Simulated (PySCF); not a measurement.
**`CC[C@]12C[C@H]1C[C@@H]2O`, C7H12O**

Molfile (atoms numbered from 1):
```
C7H12O
     RDKit          3D

 20 21  0  0  0  0  0  0  0  0999 V2000
    1.9792    0.2000    1.3704 C   0  0  0  0  0  0  0  0  0  0  0  0
    0.6793    0.9145    1.0086 C   0  0  0  0  0  0  0  0  0  0  0  0
    0.0076    0.2416   -0.1537 C   0  0  2  0  0  0  0  0  0  0  0  0
    0.2851    0.5721   -1.5893 C   0  0  0  0  0  0  0  0  0  0  0  0
   -1.1145    0.6872   -1.0626 C   0  0  1  0  0  0  0  0  0  0  0  0
   -1.7410   -0.7006   -1.0236 C   0  0  0  0  0  0  0  0  0  0  0  0
   -0.5842   -1.1806   -0.1075 C   0  0  2  0  0  0  0  0  0  0  0  0
   -0.9657   -1.6576    1.1490 O   0  0  0  0  0  0  0  0  0  0  0  0
    1.7694   -0.8313    1.6430 H   0  0  0  0  0  0  0  0  0  0  0  0
    2.4644    0.6902    2.2110 H   0  0  0  0  0  0  0  0  0  0  0  0
    2.6593    0.2026    0.5220 H   0  0  0  0  0  0  0  0  0  0  0  0
    0.0141    0.9090    1.8775 H   0  0  0  0  0  0  0  0  0  0  0  0
    0.8808    1.9573    0.7512 H   0  0  0  0  0  0  0  0  0  0  0  0
    0.5258   -0.2134   -2.2912 H   0  0  0  0  0  0  0  0  0  0  0  0
    0.8073    1.4997   -1.7725 H   0  0  0  0  0  0  0  0  0  0  0  0
   -1.6688    1.6116   -1.0815 H   0  0  0  0  0  0  0  0  0  0  0  0
   -1.8344   -1.2054   -1.9846 H   0  0  0  0  0  0  0  0  0  0  0  0
   -2.7003   -0.7325   -0.5090 H   0  0  0  0  0  0  0  0  0  0  0  0
    0.0580   -1.9588   -0.5282 H   0  0  0  0  0  0  0  0  0  0  0  0
   -1.5267   -0.9948    1.5678 H   0  0  0  0  0  0  0  0  0  0  0  0
  1  2  1  0
  3  2  1  1
  3  4  1  0
  4  5  1  0
  5  6  1  0
  6  7  1  0
  7  8  1  0
  5  3  1  0
  7  3  1  0
  1  9  1  0
  1 10  1  0
  1 11  1  0
  2 12  1  0
  2 13  1  0
  4 14  1  0
  4 15  1  0
  5 16  1  1
  6 17  1  0
  6 18  1  0
  7 19  1  6
  8 20  1  0
M  END
```

The calculation used TDDFT B3LYP/def2-SVPD circular dichroism and optical rotation, one conformer, gas phase in PySCF 2.14.0. Geometry: GFN2-xTB.

The molecule is flexible and this is one conformer; a measurement averages over conformers. States above about 7.0 eV (minus the energy of the highest occupied orbital) lie near or above the ionisation threshold and depend on the basis.

Task: What are the CIP labels of the stereocentres?

Result: C3 S, C5 S, C7 S.

Task: Which excitations and rotatory strengths does the calculation give?

Result: Rotatory strengths R in 10⁻⁴⁰ esu² cm², velocity form and length form (origin at the centre of mass); f in length form.
| state | E (eV) | λ (nm) | f | R (velocity) | R (length) | main |
| --- | --- | --- | --- | --- | --- | --- |
| 1 | 6.35 | 195 | 0.012 | +7.2 | +7.1 | HOMO→LUMO 0.94 |
| 2 | 6.81 | 182 | 0.002 | -5.4 | -5.4 | HOMO−1→LUMO 0.84 |
| 3 | 6.94 | 179 | 0.022 | -16.7 | -16.1 | HOMO→LUMO+1 0.92 |
| 4 | 7.06 | 176 | 0.008 | +14.9 | +15.1 | HOMO→LUMO+2 0.89 |
| 5 | 7.29 | 170 | 0.017 | +16.0 | +17.7 | HOMO→LUMO+3 0.92 |
| 6 | 7.42 | 167 | 0.018 | +25.3 | +25.1 | HOMO−1→LUMO+1 0.81, HOMO−2→LUMO 0.11 |
| 7 | 7.47 | 166 | 0.012 | -14.1 | -13.9 | HOMO−2→LUMO 0.65, HOMO−1→LUMO+2 0.20 |
| 8 | 7.61 | 163 | 0.027 | -28.1 | -26.8 | HOMO−1→LUMO+2 0.73, HOMO−2→LUMO 0.20 |

Among the states computed, the strongest CD band (largest |R|) is state 8. The largest dissymmetry factor in size, g = 4R/(D+G), with D and G the electric and magnetic dipole strengths, is -0.022 for state 2 (velocity form, f = 0.003), among bands with |R| over 0.5. The mirror image has the same energies and oscillator strengths and all R with the opposite sign.
